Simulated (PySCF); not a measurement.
C2H9FSi3, SMILES F[Si@H]1C[SiH2]C[SiH2]1.

Coordinates come from a B3LYP-D3(BJ)/def2-SVP optimisation. The structure was generated by enumeration; whether it is a known compound was not checked. The values are those of a single conformer.

Two levels are set side by side: TDA-PBE/def2-SVPD (PySCF) and TDA-PBE0/def2-SVPD (PySCF). Vertical, same geometry. The lowest singlet is HOMO→LUMO 95 % with PBE and HOMO→LUMO 97 % with the other functional; states are paired by order. Differences are taken from unrounded values.

```
quantity                              TDA-PBE
------------------------------------  -------
lowest singlet excitation (eV)           5.51
lowest triplet excitation (TDA) (eV)     4.80
```

Problem. These are the TDA-PBE values. What does TDA-PBE0 give? (The exact figures need the calculation; the answer reports its results.)

Solution. 
```json
[
 {"quantity": "lowest singlet excitation (eV)", "TDA-PBE0": "5.91", "TDA-PBE minus TDA-PBE0": "-0.40"},
 {"quantity": "lowest triplet excitation (TDA) (eV)", "TDA-PBE0": "5.05", "TDA-PBE minus TDA-PBE0": "-0.26"}
]
```

A lower first singlet is the usual sign of a functional without exact exchange. Differences between two approximate levels are no errors against the true value.

Rough cost on one machine, each run with all the roots and properties that it gave: TDA-PBE0 against TDA-PBE about 3 times.
